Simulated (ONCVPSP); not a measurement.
PBEsol ONCV dataset for erbium (Er), scalar-relativistic all-electron reference.

The input file (ONCVPSP 4.0.1):

```
# ATOM AND REFERENCE CONFIGURATION
# atsym  z   nc   nv     iexc    psfile
  Er 68.00    9    4  -116133      upf
#
#   n    l    f
    1    0    2.00
    2    0    2.00
    2    1    6.00
    3    0    2.00
    3    1    6.00
    3    2   10.00
    4    0    2.00
    4    1    6.00
    4    2   10.00
    4    3   12.00
    5    0    2.00
    5    1    6.00
    6    0    2.00
#
# PSEUDOPOTENTIAL AND OPTIMIZATION
# lmax
    3
#
#   l,   rc,      ep,       ncon, nbas, qcut
    0    2.35    0.00    4    8    4.70
    1    1.65    0.00    5    9    5.50
    2    2.10    0.39    4    8    4.20
    3    0.70    0.00    3    7   21.30
#
# LOCAL POTENTIAL
# lloc, lpopt,  rc(5),   dvloc0
    4    4    0.50    2.00
#
# VANDERBILT-KLEINMAN-BYLANDER PROJECTORs
# l, nproj, debl
    0    2    0.50
    1    2    3.80
    2    2    1.30
    3    2    2.10
#
# MODEL CORE CHARGE
# icmod, fcfact, rcfact
    3    3.50    1.60
#
# LOG DERIVATIVE ANALYSIS
# epsh1, epsh2, depsh
   -3.00    5.00    0.02
#
# OUTPUT GRID
# rlmax, drl
    6.00    0.01
#
# TEST CONFIGURATIONS
# ncnf
    4
# nvcnf
#   n    l    f
    4
    4    3   12.00
    5    0    2.00
    5    1    6.00
    6    0    1.00
#
    4
    4    3   12.00
    5    0    2.00
    5    1    6.00
    6    0    0.00
#
    4
    4    3   11.00
    5    0    2.00
    5    1    6.00
    6    0    0.00
#
    5
    4    3   12.00
    5    0    2.00
    5    1    6.00
    6    0    1.50
    5    2    0.50
#
```

Command:

```bash
oncvpsp.x < Er.dat > Er.out
```

Output (shortened: citation, most of the input echo, consistency checks and plot data are left out):

```
ONCVPSP  (Optimized Norm-Conservinng Vanderbilt PSeudopotential)
scalar-relativistic version 4.0.1

#   n    l    f        energy (Ha)
    1    0    2.00    -2.1077339E+03
    2    0    2.00    -3.5410085E+02
    2    1    6.00    -3.1320662E+02
    3    0    2.00    -7.9331750E+01
    3    1    6.00    -6.6894734E+01
    3    2   10.00    -5.1327205E+01
    4    0    2.00    -1.5638003E+01
    4    1    6.00    -1.1547782E+01
    4    2   10.00    -6.0719083E+00
    4    3   12.00    -1.1695033E-01
    5    0    2.00    -1.9075034E+00
    5    1    6.00    -9.7080333E-01
    6    0    2.00    -1.4145379E-01

Reference configufation results
  iterations    40
  all-electron total energy (Ha)   -1.30821811D+04

Begin loop to  construct optimized pseudo wave functions
and semi-local pseudopoentials for all angular momenta

Calculating optimized projector #   1

 for l=   0

    Fraction of norm inside rc  0.983041
    Optimizing pswf for qcut=   4.70 a_B^-1,  ecut=  11.05 Ha
    Residual kinetic energy error=  6.03D-06 Ha

    Energy error per electron        Cutoff
         Ha          eV             Ha
         0.01000     0.27211        3.39
         0.00100     0.02721        4.51
         0.00010     0.00272        8.28
         0.00001     0.00027       10.87

Calculating optimized projector #   2

 for l=   0

    Fraction of norm inside rc  0.092999
    Optimizing pswf for qcut=   4.70 a_B^-1,  ecut=  11.05 Ha
    Residual kinetic energy error=  2.08D-05 Ha

    Energy error per electron        Cutoff
         Ha          eV             Ha
         0.01000     0.27211        2.56
         0.00100     0.02721        4.35
         0.00010     0.00272        9.24
         0.00001     0.00027       15.40

   Wellstate for l =  1  n =  7
     eigenvalue =   2.8292
     asymptotic potential =   3.3292
     half-point radius =  3.0474

Calculating optimized projector #   1

 for l=   1

    Fraction of norm inside rc  0.665089
    Optimizing pswf for qcut=   5.50 a_B^-1,  ecut=  15.12 Ha
    Residual kinetic energy error=  3.34D-03 Ha

    Energy error per electron        Cutoff
         Ha          eV             Ha
         0.01000     0.27211       10.86
         0.00100     0.02721       42.64
         0.00010     0.00272       89.62
         0.00001     0.00027      101.24

Calculating optimized projector #   2

 for l=   1

    Fraction of norm inside rc  0.088284
    Optimizing pswf for qcut=   5.50 a_B^-1,  ecut=  15.12 Ha
    Residual kinetic energy error=  5.28D-03 Ha

    Energy error per electron        Cutoff
         Ha          eV             Ha
         0.01000     0.27211       13.04
         0.00100     0.02721       29.44
         0.00010     0.00272       80.07
         0.00001     0.00027      106.36

WARNING wellstate: moderately localized bound state found for n= 5 l=  2
WARNING scattering state with energy  0.05000000
WARNING will be used for the first projector

   Wellstate for l =  2  n =  5
     eigenvalue =   0.0500
     asymptotic potential =   0.5500
     half-point radius =  3.7178

   Wellstate for l =  2  n =  6
     eigenvalue =   1.3500
     asymptotic potential =   1.8500
     half-point radius =  3.2855

Calculating optimized projector #   1

 for l=   2

    Fraction of norm inside rc  0.475768
    Optimizing pswf for qcut=   4.21 a_B^-1,  ecut=   8.86 Ha
    Residual kinetic energy error=  1.43D-03 Ha

    Energy error per electron        Cutoff
         Ha          eV             Ha
         0.01000     0.27211        6.79
         0.00100     0.02721        9.43
         0.00010     0.00272       31.84
         0.00001     0.00027       52.14

Calculating optimized projector #   2

 for l=   2

    Fraction of norm inside rc  0.263046
    Optimizing pswf for qcut=   4.21 a_B^-1,  ecut=   8.86 Ha
    Residual kinetic energy error=  5.07D-03 Ha

    Energy error per electron        Cutoff
         Ha          eV             Ha
         0.01000     0.27211        8.03
         0.00100     0.02721       11.30
         0.00010     0.00272       21.19
         0.00001     0.00027       48.15

   Wellstate for l =  3  n =  5
     eigenvalue =   1.9830
     asymptotic potential =   2.4830
     half-point radius =  2.3816

Calculating optimized projector #   1

 for l=   3

    Fraction of norm inside rc  0.506411
    Optimizing pswf for qcut=  21.28 a_B^-1,  ecut= 226.41 Ha
    Residual kinetic energy error=  1.90D-04 Ha

    Energy error per electron        Cutoff
         Ha          eV             Ha
         0.01000     0.27211      180.11
         0.00100     0.02721      204.77
         0.00010     0.00272      445.38

Calculating optimized projector #   2

 for l=   3

    Fraction of norm inside rc  0.073842
    Optimizing pswf for qcut=  21.28 a_B^-1,  ecut= 226.41 Ha
    Residual kinetic energy error=  3.01D-05 Ha

    Energy error per electron        Cutoff
         Ha          eV             Ha
         0.01000     0.27211      162.25
         0.00100     0.02721      193.22
         0.00010     0.00272      215.01
         0.00001     0.00027      280.83

Construct Vanderbilt / Kleinmman-Bylander projectors

B matrix Hermiticity error, ll=   0
   1   2    1.4876E-04

  Orthonormal projector coefficients  3.2642E+01  1.0728E+00

B matrix Hermiticity error, ll=   1
   1   2   -4.8775E-04

  Orthonormal projector coefficients  2.4267E+01  2.2557E+00

B matrix Hermiticity error, ll=   2
   1   2    1.2967E-04

  Orthonormal projector coefficients  1.3537E+01  1.5648E+00

B matrix Hermiticity error, ll=   3
   1   2    6.3650E-04

  Orthonormal projector coefficients -2.5748E+01 -7.4162E+00

Model core correction analysis
  based on d2Exc/dn_idn_j

d2excae - all-electron derivatives

   -1.931134D-02   -1.201715D-02   -9.067032D-03   -1.244574D-03
   -1.201695D-02   -2.527113D-02   -2.200645D-02   -1.352269D-03
   -9.066857D-03   -2.200641D-02   -2.265521D-02   -2.817026D-03
   -1.244321D-03   -1.352067D-03   -2.816460D-03   -2.824356D-02

d2excps - pseudofunction derivatives with no core correction

   -3.949839D-02   -2.193681D-02   -1.145505D-02   -1.874916D-03
   -2.193699D-02   -2.324048D-02   -2.020965D-02   -1.368320D-03
   -1.145493D-02   -2.020941D-02   -2.357673D-02   -2.723435D-03
   -1.874684D-03   -1.368083D-03   -2.722865D-03   -2.824393D-02

rms 2nd derivative error    6.264846E-03

rmatch, rhocmatch    0.7968   22.0314

Teter function model core charge with specified parameters

d2excps - pseudofunction derivatives with core correction

   -2.765079D-02   -1.538497D-02   -8.833605D-03   -1.467420D-03
   -1.538497D-02   -1.775291D-02   -1.681620D-02   -1.096803D-03
   -8.833467D-03   -1.681596D-02   -2.098399D-02   -2.589698D-03
   -1.467169D-03   -1.096587D-03   -2.589129D-03   -2.822559D-02

rms 2nd derivative error    3.587049E-03

Pseudoatom total energy -195.033830

Diagnostic tests using Vanderbilt-Kleinman-Bylander pseudopotentials
  1 or more projectors used as specified by nproj input data

   l    rcore       rmatch      e in        delta e   norm test  slope test

   0   2.3527850   2.4242206  -1.9075034   0.0000009   1.0001473   1.0001337
   0   2.3527850   2.4242206  -0.1414538   0.0000006   1.0000178   1.0000145

   1   1.6531086   1.7033005  -0.9708033  -0.0000066   1.0001057   1.0001239
   1   1.6531086   1.7033005   2.8291967   0.0000705   1.0003996   1.0003996

   2   2.1000063   2.1637671   0.0500000  -0.0000030   1.0000600   1.0000600
run_diag: lschvkbbe ERROR   2   4   2  60  1.35000001E+00  1.30180320E+00
   2   2.1000063   2.1637671   1.3500000  -0.0481968   4.9072397   4.1050014

   3   0.7027326   0.7240691  -0.1169503   0.0001573   1.0003880   0.9998694
   3   0.7027326   0.7240691   1.9830497  -0.0002754   1.0008706   1.0008706

 Testing for bound ghosts
   n   l    E NL Schr. Eq   E Basis Diag.   E Cutoff

       0                      -24.449349     47.95  WARNING - GHOST(-)
   1   0       -1.907503       -1.907185     47.95
   2   0       -0.141453       -0.123800     47.95

       1                      -11.104606    144.54  WARNING - GHOST(-)
   2   1       -0.970810       -0.970468    144.54

   3   2       -0.034201       -0.011354     77.92

   4   3       -0.116793       -0.051830    598.24

 Testing for highly-localized positive-energy ghosts
       l    <radius>/rc     E Basis Diag.   E Cutoff

       2        0.191915        1.303314     77.92  WARNING - GHOST(+)

Test configuration 0

   n   l     f        eae           eps        diff
   1   0  2.0000-2107.73394696
   2   0  2.0000 -354.10084946
   2   1  6.0000 -313.20662020
   3   0  2.0000  -79.33174978
   3   1  6.0000  -66.89473429
   3   2 10.0000  -51.32720546
   4   0  2.0000  -15.63800335
   4   1  6.0000  -11.54778216
   4   2 10.0000   -6.07190825
   4   3 12.0000   -0.11695033   -0.11679306    1.57D-04
   5   0  2.0000   -1.90750342   -1.90750252    9.06D-07
   5   1  6.0000   -0.97080333   -0.97080991   -6.58D-06
   6   0  2.0000   -0.14145379   -0.14145318    6.09D-07

    Total energies and differences
      AE_ref= -1.30821811D+04  AE_tst= -1.30821811D+04  dif=  0.00D+00
      PS_ref= -1.95033830D+02  PS_tst= -1.95033830D+02  dif= -1.71D-13
      PSP excitation error=  1.71D-13

Test configuration 1

   n   l     f        eae           eps        diff
   1   0  2.0000-2107.97699561
   2   0  2.0000 -354.34289354
   2   1  6.0000 -313.44880230
   3   0  2.0000  -79.57244906
   3   1  6.0000  -67.13546048
   3   2 10.0000  -51.56805738
   4   0  2.0000  -15.87924325
   4   1  6.0000  -11.78923179
   4   2 10.0000   -6.31365178
   4   3 12.0000   -0.35925249   -0.35950746   -2.55D-04
   5   0  2.0000   -2.15261059   -2.15200988    6.01D-04
   5   1  6.0000   -1.21536704   -1.21523723    1.30D-04
   6   0  1.0000   -0.33244698   -0.33240075    4.62D-05

    Total energies and differences
      AE_ref= -1.30821811D+04  AE_tst= -1.30819452D+04  dif=  2.36D-01
      PS_ref= -1.95033830D+02  PS_tst= -1.94798627D+02  dif=  2.35D-01
      PSP excitation error=  7.60D-04

Test configuration 2

   n   l     f        eae           eps        diff
   1   0  2.0000-2108.26160634
   2   0  2.0000 -354.62558528
   2   1  6.0000 -313.73169591
   3   0  2.0000  -79.85295412
   3   1  6.0000  -67.41600435
   3   2 10.0000  -51.84879887
   4   0  2.0000  -16.16059110
   4   1  6.0000  -12.07089670
   4   2 10.0000   -6.59574895
   4   3 12.0000   -0.64183323   -0.64302019   -1.19D-03
   5   0  2.0000   -2.43894590   -2.43751325    1.43D-03
   5   1  6.0000   -1.49958754   -1.49917257    4.15D-04

    Total energies and differences
      AE_ref= -1.30821811D+04  AE_tst= -1.30815099D+04  dif=  6.71D-01
      PS_ref= -1.95033830D+02  PS_tst= -1.94363469D+02  dif=  6.70D-01
      PSP excitation error=  8.55D-04

Test configuration 3

psatom: WARNING lschvkbb convergence error n,l,iter=   4   3   3
ea(ii),et,emin,emax -1.167931E-01 -1.284724E-01 -1.284724E-01 -1.284724E-01
run_config: WARNING for fully non-local PS atom, stg. 1
 WARNING no output for configuration 4

Test configuration 4

   n   l     f        eae           eps        diff
   1   0  2.0000-2107.72384582
   2   0  2.0000 -354.08977263
   2   1  6.0000 -313.19556112
   3   0  2.0000  -79.32109947
   3   1  6.0000  -66.88407855
   3   2 10.0000  -51.31644196
   4   0  2.0000  -15.62704479
   4   1  6.0000  -11.53670309
   4   2 10.0000   -6.06058903
   4   3 12.0000   -0.10523606   -0.10584769   -6.12D-04
   5   0  2.0000   -1.89428825   -1.89483641   -5.48D-04
   5   1  6.0000   -0.95874132   -0.95843155    3.10D-04
   6   0  1.5000   -0.13869383   -0.13873547   -4.16D-05
   5   2  0.5000   -0.02999996   -0.02989219    1.08D-04

    Total energies and differences
      AE_ref= -1.30821811D+04  AE_tst= -1.30821274D+04  dif=  5.37D-02
      PS_ref= -1.95033830D+02  PS_tst= -1.94979777D+02  dif=  5.41D-02
      PSP excitation error= -3.65D-04
```

Note: ghosts flagged at negative energy: s at -665.3 eV, p at -302.2 eV; GHOST(+) flagged for d at 35.5 eV. A true bound ghost makes a file unfit for plane-wave use.

The run took about 8.6 s on one core of a shared server CPU.
